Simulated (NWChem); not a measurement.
System: CH$_{6}$BO$_{2}$P; SMILES COB(O)P

NWChem input:

```
start job
memory heap 200 mb stack 900 mb global 1100 mb
geometry units angstroms noautoz
  B      0.631372     0.008999     0.043954
  O      1.958077    -0.272232     0.119739
  H      2.156330    -1.209606     0.061836
  O      0.304004     1.320307     0.091866
  C     -1.005013     1.811584     0.052957
  H     -1.713329     1.163549     0.599730
  H     -1.020279     2.806494     0.521291
  H     -1.360428     1.917537    -0.986393
  P     -0.753799    -1.379373     0.001891
  H      0.045795    -2.390048    -0.612289
  H     -1.353736    -0.953256    -1.220675
end
basis spherical
  * library def2-svp
end
dft
  xc xwpbe 0.80 cpbe96 1.0 hfexch 1.00
  cam 0.2 cam_alpha 0.2 cam_beta 0.8
  iterations 150
  mulliken
end
task dft energy
```

Parts of the log:

```
             Northwest Computational Chemistry Package (NWChem) 7.3.0
             --------------------------------------------------------

 C1  symmetry detected

                             Geometry "geometry" -> ""
                             -------------------------

 Output coordinates in angstroms (scale by  1.889725989 to convert to a.u.)

  No.       Tag          Charge          X              Y              Z
 ---- ---------------- ---------- -------------- -------------- --------------
    1 B                    5.0000     0.61822572     0.00634127    -0.00004591
    2 O                    8.0000     1.94528433    -0.28258457     0.02039166
    3 H                    1.0000     2.13457331    -1.22303256    -0.01207819
    4 O                    8.0000     0.30181213     1.32112459     0.01483037
    5 C                    6.0000    -1.00443736     1.82117137     0.02244557
    6 H                    1.0000    -1.68864831     1.19963018     0.62756007
    7 H                    1.0000    -0.99016371     2.83287899     0.45332796
    8 H                    1.0000    -1.41052808     1.89131784    -1.00125560
    9 P                   15.0000    -0.77592755    -1.37140515     0.07867051
   10 H                    1.0000    -0.01422687    -2.41061598    -0.53605262
   11 H                    1.0000    -1.43336916    -0.98615593    -1.12777937

 Effective nuclear repulsion energy (a.u.)     217.1677564196

  pbe96 is a nonlocal functional; adding pw91lda local functional.

                                 NWChem DFT Module
                                 -----------------

 Summary of "ao basis" -> "ao basis" (spherical)
 ------------------------------------------------------------------------------
       Tag                 Description            Shells   Functions and Types
 ---------------- ------------------------------  ------  ---------------------
 B                          def2-svp                 6       14   3s2p1d
 O                          def2-svp                 6       14   3s2p1d
 H                          def2-svp                 3        5   2s1p
 C                          def2-svp                 6       14   3s2p1d
 P                          def2-svp                 8       18   4s3p1d

            General Information
            -------------------
          SCF calculation type: DFT
          Wavefunction type:  closed shell.
          No. of atoms     :    11
          No. of electrons :    48
           Alpha electrons :    24
            Beta electrons :    24
          Charge           :     0
          Spin multiplicity:     1
          Use of symmetry is: off; symmetry adaption is: off
          Maximum number of iterations: 150
          AO basis - number of functions:   104
                     number of shells:    50
          Convergence on energy requested:  1.00D-06
          Convergence on density requested:  1.00D-05
          Convergence on gradient requested:  5.00D-04

              XC Information
              --------------
                     Hartree-Fock (Exact) Exchange  1.000
                     LC-wPBE(h)Exchange Functional  0.800
            Perdew 1991 LDA Correlation Functional  1.000 local
           PerdewBurkeErnz. Correlation Functional  1.000 non-local

           Range-Separation Parameters
           ---------------------------
           Alpha           :  0.20
           Beta            :  0.80
           Gamma           :  0.20
           Short-Range HF  :     F

             Grid Information
             ----------------
          Grid used for XC integration:  medium
          Radial quadrature: Mura-Knowles
          Angular quadrature: Lebedev.
          Tag              B.-S. Rad. Rad. Pts. Rad. Cut. Ang. Pts.
          ---              ---------- --------- --------- ---------
          B                   0.85       49          10.0       434
          O                   0.60       49          11.0       434
          H                   0.35       45          13.0       434
          C                   0.70       49          11.0       434
          P                   1.00       88          11.0       590
          Grid pruning is: on
          Number of quadrature shells:   554
          Spatial weights used:  Erf1

      Superposition of Atomic Density Guess
      -------------------------------------

 Sum of atomic energies:        -555.04444731

      Non-variational initial energy
      ------------------------------

 Total energy =    -557.319799
 1-e energy   =   -1194.513440
 2-e energy   =     420.025885
 HOMO         =      -0.290793
 LUMO         =       0.066909

     ---------------------------------------------
      Total Density - Mulliken Population Analysis
     ---------------------------------------------

    Atom       Charge   Shell Charges
 -----------   ------   -------------------------------------------------------
    1 B    5     4.53   1.99  0.83  0.15  1.16  0.23  0.17
    2 O    8     8.52   1.99  1.11  0.56  3.09  1.76  0.01
    3 H    1     0.66   0.53  0.07  0.06
    4 O    8     8.55   1.99  1.10  0.60  3.06  1.79  0.01
    5 C    6     5.88   1.99  0.92  0.21  1.84  0.87  0.05
    6 H    1     0.92   0.69  0.21  0.02
    7 H    1     0.93   0.69  0.21  0.02
    8 H    1     0.93   0.69  0.21  0.02
    9 P   15    15.22   2.00  1.99  1.16  0.57  5.94  1.43  2.07  0.06
   10 H    1     0.94   0.64  0.29  0.02
   11 H    1     0.93   0.64  0.28  0.02

   convergence    iter        energy       DeltaE   RMS-Dens  Diis-err
 ---------------- ----- ----------------- --------- --------- ---------
 d= 0,ls=0.0,diis     1   -557.7516340391 -7.75D+02  9.32D-03  8.27D-01
 d= 0,ls=0.0,diis     2   -557.7830787232 -3.14D-02  4.17D-03  7.41D-01
 d= 0,ls=0.0,diis     3   -557.8484163651 -6.53D-02  7.87D-04  1.47D-02
 d= 0,ls=0.0,diis     4   -557.8499799421 -1.56D-03  2.16D-04  6.88D-04
 d= 0,ls=0.0,diis     5   -557.8500705237 -9.06D-05  8.02D-05  6.67D-05
  Resetting Diis
 d= 0,ls=0.0,diis     6   -557.8500805667 -1.00D-05  3.21D-05  1.33D-05
 d= 0,ls=0.0,diis     7   -557.8500821903 -1.62D-06  1.49D-05  1.72D-06
 d= 0,ls=0.0,diis     8   -557.8500822313 -4.09D-08  6.54D-06  2.18D-06

         Total DFT energy =     -557.850082231266
      One electron energy =    -1198.864907393041
           Coulomb energy =      475.690527555082
    Exchange-Corr. energy =      -51.843458812885
 Nuclear repulsion energy =      217.167756419578

 Numeric. integr. density =       48.000011514534

                       DFT Final Molecular Orbital Analysis
                       ------------------------------------

 Vector   22  Occ=2.000000D+00  E=-3.930977D-01
              MO Center= -1.5D-01, -9.5D-02,  4.8D-02, r^2= 3.7D+00
   Bfn.  Coefficient  Atom+Function         Bfn.  Coefficient  Atom+Function
  ----- ------------  ---------------      ----- ------------  ---------------
    38      0.285444   4 O  py               80      0.284773   9 P  s
    89      0.228402   9 P  pz               37      0.220815   4 O  px
    86      0.211698   9 P  pz               79      0.190010   9 P  s
    41      0.185240   4 O  py              100     -0.165403  11 H  s
     5      0.156203   1 B  py               40      0.156245   4 O  px

 Vector   23  Occ=2.000000D+00  E=-3.827860D-01
              MO Center=  3.2D-01,  1.0D+00, -5.3D-02, r^2= 2.7D+00
   Bfn.  Coefficient  Atom+Function         Bfn.  Coefficient  Atom+Function
  ----- ------------  ---------------      ----- ------------  ---------------
    39      0.479681   4 O  pz               42      0.359805   4 O  pz
    20     -0.325695   2 O  pz               23     -0.251248   2 O  pz
    72      0.225541   8 H  s                53     -0.198302   5 C  pz
    73      0.135631   8 H  s                62     -0.134296   6 H  s
    67     -0.092785   7 H  s                63     -0.078169   6 H  s

 Vector   24  Occ=2.000000D+00  E=-3.340792D-01
              MO Center= -5.9D-01, -1.1D+00,  1.9D-01, r^2= 2.9D+00
   Bfn.  Coefficient  Atom+Function         Bfn.  Coefficient  Atom+Function
  ----- ------------  ---------------      ----- ------------  ---------------
    89     -0.325346   9 P  pz               87      0.322028   9 P  px
    84      0.236761   9 P  px               79     -0.233468   9 P  s
    86     -0.230386   9 P  pz               80     -0.216799   9 P  s
    88      0.180222   9 P  py                5      0.152216   1 B  py
    78     -0.151621   9 P  s                18      0.143334   2 O  px

 Vector   25  Occ=0.000000D+00  E= 8.425333D-02
              MO Center= -8.1D-03, -8.0D-01, -1.2D-01, r^2= 4.7D+00
   Bfn.  Coefficient  Atom+Function         Bfn.  Coefficient  Atom+Function
  ----- ------------  ---------------      ----- ------------  ---------------
    80      0.956163   9 P  s               101     -0.760295  11 H  s
    96     -0.685743  10 H  s                89     -0.507620   9 P  pz
    50      0.413807   5 C  s                 9     -0.381844   1 B  pz
    63     -0.373006   6 H  s                30     -0.360461   3 H  s
     6      0.354958   1 B  pz               88     -0.256873   9 P  py

 Vector   26  Occ=0.000000D+00  E= 9.476518D-02
              MO Center= -6.4D-01, -1.1D+00, -7.5D-02, r^2= 4.1D+00
   Bfn.  Coefficient  Atom+Function         Bfn.  Coefficient  Atom+Function
  ----- ------------  ---------------      ----- ------------  ---------------
    96      0.899765  10 H  s                88      0.697423   9 P  py
   101     -0.686475  11 H  s                87     -0.608737   9 P  px
    50     -0.484059   5 C  s                63      0.460217   6 H  s
    68      0.224291   7 H  s                95      0.216258  10 H  s
    54      0.212421   5 C  px              100     -0.211861  11 H  s

[...]
```

Level: LRC-wPBEh/def2-SVP. Geometry: optimised at PBE0/def2-SVP.
